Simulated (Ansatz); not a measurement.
The cluster Cu₂Br₄. The state is a singlet with charge 0. Geometry r2SCAN-D4/def2-SVP.

```xyz
6

Cu    0.381   -0.734    1.033
Cu   -0.385    0.734   -1.032
Br    0.023   -1.555   -1.151
Br   -0.018    1.556    1.150
Br   -0.997    2.584   -2.153
Br    0.996   -2.584    2.153
```

B3LYP takes the VWN-RPA correlation. A triplet lies near this restricted singlet, and broken spin symmetry wasn't tried. The order of the spin states hangs on the level: the triplet lies 0.46 eV below the singlet at PBE0-D4/def2-SVP, but 0.09 eV above it at PBE-D4/def2-SVP. The singlet is doubtful at PBE0-D4/def2-SVP (restricted singlet with a triplet 0.46 eV lower at the same geometry). The structure comes from a short search, and lower isomers may exist.

Q: Estimate the orbital energies around the gap (eV) in Ansatz with PBE-D4/def2-SVP, B3LYP-D4/def2-TZVP, PBE0-D4/def2-SVP, PBE0-D4/def2-TZVPD, BHLYP-D4/def2-TZVPD.

A: 
```csv
orbital,PBE-D4/def2-SVP,B3LYP-D4/def2-TZVP,PBE0-D4/def2-SVP,PBE0-D4/def2-TZVPD,BHLYP-D4/def2-TZVPD
HOMO−5,-7.58,-8.88,-9.13,-9.26,-10.52
HOMO−4,-7.33,-8.68,-8.81,-8.95,-9.91
HOMO−3,-6.81,-8.12,-8.25,-8.43,-9.56
HOMO−2,-6.76,-8.10,-8.24,-8.41,-9.55
HOMO−1,-6.75,-8.04,-8.17,-8.35,-9.48
HOMO,-6.70,-7.71,-7.80,-7.96,-8.81
LUMO,-6.44,-6.49,-6.38,-6.47,-6.15
LUMO+1,-1.61,-1.27,-0.85,-1.16,-0.53
LUMO+2,-0.65,-0.34,0.28,-0.49,0.17
LUMO+3,0.00,0.24,0.85,-0.26,0.37
LUMO+4,0.80,0.96,1.45,0.32,0.60
LUMO+5,0.80,1.25,1.55,0.37,0.99
```
